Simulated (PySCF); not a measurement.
Atomic charges against the basis set

Compound: C7H12O.
Z-matrix (Å and degrees, PBE0-D3(BJ)/def2-SVP geometry), rows numbered from 1:
```
O 
C   1  1.2016
C   2  1.5107  1  125.64
C   3  1.5269  2  112.70  1    -9.70
C   4  1.5265  3  112.00  2   -74.09
C   5  1.5253  4  111.79  3   -53.11
C   6  1.5252  5  111.28  4    55.30
C   7  1.5256  6  111.32  5   -56.15
H   2  1.1246  1  120.42  3   178.45
H   3  1.1088  2  103.31  1   108.34
H   4  1.1005  3  109.35  2    48.28
H   4  1.1036  3  108.50  2   164.87
H   5  1.1018  4  109.78  3  -175.99
H   5  1.1029  4  108.90  3    68.01
H   6  1.1057  5  109.45  4   -65.28
H   6  1.1020  5  110.35  4   178.08
H   7  1.1019  6  110.68  5  -178.80
H   7  1.1058  6  109.11  5    64.73
H   8  1.1037  3  110.08  2   -49.02
H   8  1.1031  3  108.62  2  -164.95
```

PBE0 throughout (PySCF), one geometry, spherical d and f functions. Geometry: PBE0-D3(BJ)/def2-SVP, one conformer, isolated molecule. Atoms taken as equivalent share a column and are averaged. The first 7 of 14 kinds of atom are listed.

Mulliken charges (e):

```
        basis  functions      O1      C2      C3   C4/C8   C5/C7      C6      H9
       STO-3G         52  -0.186  +0.098  -0.082  -0.142  -0.143  -0.142  +0.051
     pcSseg-0         96  -0.452  +0.344  -0.576  -0.416  -0.480  -0.473  +0.201
        6-31G         96  -0.382  +0.229  -0.262  -0.313  -0.320  -0.311  +0.129
       6-31G*        136  -0.376  +0.239  -0.241  -0.332  -0.332  -0.322  +0.122
      cc-pVDZ        172  -0.201  +0.206  -0.208  -0.008  -0.056  -0.051  +0.002
     def2-SVP        172  -0.210  +0.169  -0.217  -0.011  -0.057  -0.058  +0.013
     pcSseg-1        196  -0.349  +0.304  -0.394  -0.168  -0.229  -0.223  +0.075
6-311+G(2d,p)        288  -0.358  +0.064  +0.136  -0.369  -0.215  -0.353  +0.108
  aug-cc-pVDZ        292  -0.590  +0.888  -0.391  +0.804  +0.549  +0.623  -0.254
    def2-TZVP        320  -0.269  +0.031  +0.062  -0.226  -0.223  -0.189  +0.071
```

IAO charges (e):

| basis | functions | O1 | C2 | C3 | C4/C8 | C5/C7 | C6 | H9 |
| --- | --- | --- | --- | --- | --- | --- | --- | --- |
| STO-3G | 52 | -0.179 | +0.082 | -0.166 | -0.251 | -0.256 | -0.256 | +0.084 |
| pcSseg-0 | 96 | -0.353 | +0.225 | -0.179 | -0.265 | -0.270 | -0.268 | +0.093 |
| 6-31G | 96 | -0.363 | +0.220 | -0.160 | -0.265 | -0.265 | -0.262 | +0.098 |
| 6-31G* | 136 | -0.383 | +0.264 | -0.158 | -0.252 | -0.252 | -0.249 | +0.083 |
| cc-pVDZ | 172 | -0.377 | +0.261 | -0.159 | -0.253 | -0.252 | -0.250 | +0.082 |
| def2-SVP | 172 | -0.378 | +0.263 | -0.159 | -0.248 | -0.247 | -0.245 | +0.080 |
| pcSseg-1 | 196 | -0.390 | +0.267 | -0.162 | -0.254 | -0.253 | -0.251 | +0.086 |
| 6-311+G(2d,p) | 288 | -0.399 | +0.270 | -0.162 | -0.260 | -0.259 | -0.256 | +0.089 |
| aug-cc-pVDZ | 292 | -0.398 | +0.269 | -0.160 | -0.259 | -0.258 | -0.255 | +0.088 |
| def2-TZVP | 320 | -0.398 | +0.272 | -0.162 | -0.260 | -0.259 | -0.257 | +0.087 |

Hirshfeld charges (e):

| basis | functions | O1 | C2 | C3 | C4/C8 | C5/C7 | C6 | H9 |
| --- | --- | --- | --- | --- | --- | --- | --- | --- |
| STO-3G | 52 | -0.140 | +0.096 | 0.000 | -0.016 | -0.017 | -0.017 | +0.002 |
| pcSseg-0 | 96 | -0.204 | +0.133 | -0.017 | -0.057 | -0.056 | -0.055 | +0.031 |
| 6-31G | 96 | -0.221 | +0.133 | -0.018 | -0.056 | -0.056 | -0.056 | +0.031 |
| 6-31G* | 136 | -0.223 | +0.135 | -0.020 | -0.057 | -0.058 | -0.058 | +0.031 |
| cc-pVDZ | 172 | -0.203 | +0.132 | -0.027 | -0.064 | -0.064 | -0.063 | +0.030 |
| def2-SVP | 172 | -0.210 | +0.137 | -0.027 | -0.066 | -0.066 | -0.065 | +0.031 |
| pcSseg-1 | 196 | -0.214 | +0.137 | -0.031 | -0.068 | -0.069 | -0.068 | +0.036 |
| 6-311+G(2d,p) | 288 | -0.220 | +0.132 | -0.040 | -0.072 | -0.073 | -0.073 | +0.040 |
| aug-cc-pVDZ | 292 | -0.216 | +0.132 | -0.041 | -0.076 | -0.077 | -0.076 | +0.040 |
| def2-TZVP | 320 | -0.218 | +0.133 | -0.037 | -0.072 | -0.073 | -0.073 | +0.038 |

ESP-fitted charges (e):

```csv
basis,functions,O1,C2,C3,C4/C8,C5/C7,C6,H9
STO-3G,52,-0.296,+0.321,+0.135,-0.209,-0.093,-0.099,-0.038
pcSseg-0,96,-0.487,+0.494,+0.097,-0.232,-0.061,-0.091,-0.024
6-31G,96,-0.491,+0.507,+0.054,-0.157,-0.069,-0.056,-0.041
6-31G*,136,-0.416,+0.377,+0.119,-0.191,-0.034,-0.090,-0.018
cc-pVDZ,172,-0.401,+0.358,+0.111,-0.160,-0.023,-0.069,-0.017
def2-SVP,172,-0.424,+0.393,+0.101,-0.156,-0.023,-0.060,-0.021
pcSseg-1,196,-0.449,+0.400,+0.131,-0.166,-0.002,-0.062,-0.015
"6-311+G(2d,p)",288,-0.447,+0.366,+0.162,-0.174,-0.017,-0.082,-0.006
aug-cc-pVDZ,292,-0.453,+0.396,+0.125,-0.149,-0.027,-0.067,-0.015
def2-TZVP,320,-0.438,+0.367,+0.148,-0.169,-0.013,-0.075,-0.009
```

Some averages cover members that differ in this geometry, most widely: C4/C8, ESP-fitted in 6-311+G(2d,p) -0.224 to -0.125; C4/C8, ESP-fitted in aug-cc-pVDZ -0.197 to -0.101; C4/C8, Mulliken in 6-311+G(2d,p) -0.416 to -0.322; C4/C8, Mulliken in aug-cc-pVDZ +0.760 to +0.848 e.

Q: Which scheme is steadiest as the basis changes?

A: Largest range over the bases for any column: Hirshfeld 0.08 e, ESP-fitted 0.20 e, IAO 0.22 e, Mulliken 1.22 e. Hirshfeld charges move least and Mulliken charges most, counted in e. Without the minimal STO-3G basis the ranges are Hirshfeld 0.02, ESP-fitted 0.15, IAO 0.05, Mulliken 1.22 e.

Q: How much do the charges still move between the two largest bases, aug-cc-pVDZ and def2-TZVP?

A: At most, over all atoms: Mulliken 1.046 e, IAO 0.003 e, Hirshfeld 0.004 e, ESP-fitted 0.029 e.

Q: What do the same runs give for the total energy, the frontier levels and the dipole moment?

A: 
| basis | energy (Eh) | HOMO (eV) | LUMO (eV) | μ (D) |
| --- | --- | --- | --- | --- |
| STO-3G | -344.5110 | -4.24 | 2.81 | 1.62 |
| pcSseg-0 | -347.9879 | -7.30 | -0.62 | 2.72 |
| 6-31G | -348.6841 | -7.08 | -0.47 | 2.72 |
| 6-31G* | -348.7794 | -7.03 | -0.28 | 2.50 |
| cc-pVDZ | -348.8057 | -7.07 | -0.39 | 2.41 |
| def2-SVP | -348.5358 | -7.19 | -0.49 | 2.49 |
| pcSseg-1 | -348.7424 | -7.29 | -0.63 | 2.64 |
| 6-311+G(2d,p) | -348.8816 | -7.30 | -0.74 | 2.72 |
| aug-cc-pVDZ | -348.8259 | -7.27 | -0.75 | 2.70 |
| def2-TZVP | -348.9081 | -7.28 | -0.66 | 2.65 |

The dipole is fixed by the density alone, so its range of 1.10 D shows that the density itself changes with the basis, not only its division among atoms.
